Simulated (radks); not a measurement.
The numbers below are computed, except where a source is named.
Task: Ca3+, configuration [Ne] 3s2 3p5. Level of theory: Dirac Kohn-Sham, PBE, spin-unpolarised, spherical densities, finite nucleus; open shells fill j = l - 1/2 first; Fermi nuclear charge, rms radius 3.4776 fm (a radial shooting solver on a logarithmic mesh with Libxc functionals). Some entries of the table are withheld. Estimate them.

orbital,occ.,eigenvalue (eV),<r^2> (bohr^2),<r> (bohr)
1s1/2,2,(1),0.007942,0.07684
2s1/2,2,-449.9320,0.1568,0.3639
2p1/2,2,-372.8877,0.1313,0.3257
2p3/2,4,-369.1925,0.1332,0.3282
3s1/2,2,-79.3231,1.449,1.124
3p1/2,2,-59.9336,1.685,1.202
3p3/2,3,-59.5080,1.702,1.208
3d3/2,0,(2),(3),1.449
3d5/2,0,(4),(5),1.451
4s1/2,0,-23.8969,9.005,2.831

Result: 
(1) 1s1/2 eigenvalue (eV): -3985.477
(2) 3d3/2 eigenvalue (eV): -30.9266
(3) 3d3/2 <r^2> (bohr^2): 2.564
(4) 3d5/2 eigenvalue (eV): -30.8927
(5) 3d5/2 <r^2> (bohr^2): 2.570
